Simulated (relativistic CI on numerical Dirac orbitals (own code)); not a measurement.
V⁴⁺: K-alpha X-ray emission

Computed with this model: Dirac-Coulomb-Breit CI, KLI orbitals optimised for each configuration, model QED, valence Slater integrals scaled by 0.8, multiplet model of X-ray emission after core ionisation; configurations [Ar] 3d → 1s 2s2 2p6 3s2 3p6 3d → [He] 2s2 2p5 3s2 3p6 3d; 300 K; Lorentzian 1.8 eV and Gaussian 0.6 eV FWHM. Energies are those of the free ion, without screening or charge transfer. S is read from ⟨S²⟩ = S(S + 1).

Field parameters in Wybourne normalisation: Td as Oh with Dq negative (B⁴₀ = 21Dq, B⁴₄ = √(5/14) B⁴₀). The field is a parameter set, without covalency.

free ion: ground-state S = 0.50, centroid 4946.86 eV. Peaks (eV, height): 4940.0 (26), 4942.6 (47), 4949.4 (100).

Td, 10Dq = -2200 cm⁻¹: ground-state S = 0.50, centroid 4946.82 eV. Peaks (eV, height): 4940.0 (21), 4942.4 (54), 4949.4 (100).

Td, 10Dq = -13950 cm⁻¹: ground-state S = 0.50, centroid 4946.81 eV. Peaks (eV, height): 4942.2 (58), 4949.4 (100).

Strongest unbroadened transitions for free ion:

| Energy (eV) | Relative strength |
| --- | --- |
| 4939.86 | 31.9 |
| 4939.87 | 5.3 |
| 4942.23 | 2.9 |
| 4942.25 | 3.2 |
| 4942.54 | 41.4 |
| 4942.56 | 29.2 |
| 4946.45 | 14.0 |
| 4948.53 | 3.0 |
| 4948.56 | 3.1 |
| 4948.72 | 20.5 |
| 4948.73 | 35.7 |
| 4949.45 | 100.0 |
| 4949.64 | 9.7 |
| 4949.65 | 5.9 |
| 4949.89 | 7.6 |
| 4950.33 | 10.5 |
| 4950.35 | 23.8 |
| 4950.73 | 14.4 |
